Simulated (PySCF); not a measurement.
## BiH3, singlet: structure and spectrum

Level of theory: PBE0 in PySCF with Bi x2c-TZVPall, H x2c-TZVPall; spin-free X2C, no spin–orbit coupling; density-fitted integrals.

The structure is a minimum.

Coordinates in bohr (charge 0 multiplicity 1):
```
Bi    0.0000    0.0320    0.0000
H    -0.0001   -2.2104    2.5954
H     2.2478   -2.2104   -1.2976
H    -2.2476   -2.2104   -1.2979
```

| Item | Value |
| --- | --- |
| Point group | C3v |
| Bond lengths | Bi–H 1.815 Å (×3) |
| Bond angles | H–Bi–H 81.9° (×3) |
| Dipole moment | 1.41 D |
| Heat capacity Cp at 298.15 K | 41.9 J/(mol K) |
| Lowest empty level | -0.35 eV |
| Entropy at 298.15 K and 1 bar | 241.2 J/(mol K) |
| Principal polarisabilities | 45.2, 45.2, 50.1 bohr³ |
| Highest occupied level | -8.15 eV |
| Principal quadrupole moments (Buckingham, traceless) about the centre of mass | -1.30, 0.65, 0.65 D Å |
| Enthalpy at 298.15 K above 0 K | 10.56 kJ/mol |
| Zero-point energy | 45.6 kJ/mol |
| Rotational symmetry number | 3 |
| Rotational constants | 2.956, 2.392, 2.392 cm⁻¹ |

Harmonic modes (masses in u: Bi 208.980, H 1.008):
```tsv
symmetry	ω (cm⁻¹)	IR (km/mol, summed over degenerate members)
a1	772	32.0
e	806	19.0
e	1737	443
a1	1758	178
```

In C3v the vibrations span 2a1 + 2e.

Charges (e):
| atom | Mulliken | Löwdin | polar tensor | Mayer order to Bi1 |
| --- | --- | --- | --- | --- |
| Bi1 | 0.05 | 0.22 | 0.66 | – |
| H2,3,4 | -0.02 | -0.07 | -0.22 | 0.98 |

Mulliken populations on Bi1: s 11.90, p 26.93, d 30.10, f 14.02.

Counting electrons, bismuth keeps 2 of its valence electrons outside its bonds, so the VSEPR class is AX3E1 and the expected shape is trigonal pyramidal (C3v), as computed. The angle of 82° is close to 90°: the heavy centre bonds with nearly pure p orbitals and keeps its lone pair s-like.

With an element this heavy the missing spin–orbit coupling can shift these numbers.

The final relaxation and frequency run took about 90 core-seconds on a shared host.
